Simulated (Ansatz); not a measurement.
```yaml
crystal:
  periodic: [false, false, false]
  atoms:
    - {symbol: Ni, position_ang: [-0.055501, 0.062760, 0.022041]}
    - {symbol: Br, position_ang: [-0.316701, -0.079021, 2.299159]}
    - {symbol: Br, position_ang: [0.190555, -0.021296, -2.330460]}
    - {symbol: P, position_ang: [0.280023, 2.222454, 0.043409]}
    - {symbol: H, position_ang: [-0.605824, 2.848464, -0.942424]}
    - {symbol: H, position_ang: [1.322962, 2.677669, -0.312748]}
    - {symbol: H, position_ang: [-0.145383, 2.978728, 1.254843]}
    - {symbol: P, position_ang: [-0.103307, -2.198773, -0.047832]}
    - {symbol: H, position_ang: [-0.847215, -2.758630, 0.826288]}
    - {symbol: H, position_ang: [1.052043, -2.817253, 0.342659]}
    - {symbol: H, position_ang: [-0.460000, -2.743013, -1.307288]}
basis:
  gaussian: {orbitals: "6-31G*"}
hamiltonian: {xc: {name: B97M-V}}
scf: {omitted_lower_state_checks: [starts]}
```

```sh
$ ansatz run in.yaml --threads 4 --pin off --events-out ev --progress --plain --max-ram 8704MiB
```

Output, abridged:

```
Functional definition: B97M-V
1771 factors; their error is unknown
mean field evaluation 1: about -199744.8278 eV, gradient 6.1e1 eV
mean field evaluation 2: about -199036.5304 eV, gradient 3.9e2 eV
mean field evaluation 4: about -199739.1306 eV, gradient 8.4e1 eV
mean field evaluation 8: about -199750.3368 eV, gradient 1.6e-1 eV
mean field -199750.23627018 eV, -7340.6857873560 hartree, gradient 1.6e-5 eV, S^2 0.000000; 0 other end points of the search recorded, 0 dependent functions left out
reference -199750.23633973 eV, -7340.6857899120 hartree; 67, 67 occupied and 89, 89 virtual orbitals, 1771 factors
Total energy: -199750.23633973 eV, -7340.6857899120 hartree
Checks for a lower state left out: starts
```

It took 7.5 s on 4 threads of Intel Xeon Platinum 8488C on a shared host.

The 6-31G sets use Cartesian d functions.
